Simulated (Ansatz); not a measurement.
Molecule: CdI, charge 1, multiplicity 1. SMILES: [Cd+][I]
Coordinates optimised at B3LYP-D3(BJ)/def2-TZVP (Ansatz, a first-principles code):
```xyz
2

Cd     0.0000     0.0000    -1.3603
I      0.0000     0.0000     1.2320
```
Charge +1, spin multiplicity 1.

Give the harmonic wavenumbers at B3LYP-D3(BJ)/def2-TZVP (Ansatz, finite differences of forces, unscaled).

204 cm⁻¹. Zero-point energy 0.3 kcal/mol.

From these and the geometry, give the ideal-gas thermochemistry at 298.15 K and 1 atm (rigid rotor, harmonic oscillator).

Point group C∞v, rotational symmetry number 1. Rotational constants 1.262, 1.262 GHz. S(trans) 42.32, S(rot) 18.88, S(vib) 2.10, S(elec, spin only) 0.00, S 63.3 cal/(mol K). H(298) - H(0) 2.42 kcal/mol; G - E(el) -16.2 kcal/mol.
